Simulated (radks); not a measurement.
Results of a calculation; reference values are marked as such.
The sulfur anion S-, [Ne] 3s2 3p5, held by a Watson sphere: a shell of charge +1.5 at radius R that stands for the Madelung well of a crystal (potential energy -1.5/R inside, -1.5/r outside, in hartree with lengths in bohr). Level of theory: scalar-relativistic Kohn-Sham, LB94 model potential, spin-polarised, spherical densities, point nucleus; open shells are filled with parallel spins first (a radial shooting solver on a logarithmic mesh with Libxc functionals). Response by self-consistent Sternheimer equations with the Hartree and adiabatic LDA kernel, the relativistic mass of each level held fixed and spin-orbit coupling left out. The sphere does not respond.

| R (bohr) | e(3s down) (eV) | e(3p up) (eV) | e(3p down) (eV) | <r> 3p (bohr) | sum of <r^2> (bohr^2) | X-ray form factor at sin(theta)/lambda = 0.3 1/angstrom | alpha (bohr^3) |
|---|---|---|---|---|---|---|---|
| 3.15 | -23.906 | -14.494 | -14.146 | 2.164 | 37.28 | 9.063 | 27.27 |
| 3.28 | -23.583 | -14.181 | -13.836 | 2.176 | 37.69 | 9.065 | 28.42 |
| 3.52 | -23.021 | -13.631 | -13.290 | 2.197 | 38.36 | 9.068 | 30.53 |
| 3.96 | -22.097 | -12.713 | -12.378 | 2.226 | 39.36 | 9.073 | 34.18 |
| 4.02 | -21.980 | -12.597 | -12.262 | 2.230 | 39.48 | 9.073 | 34.66 |
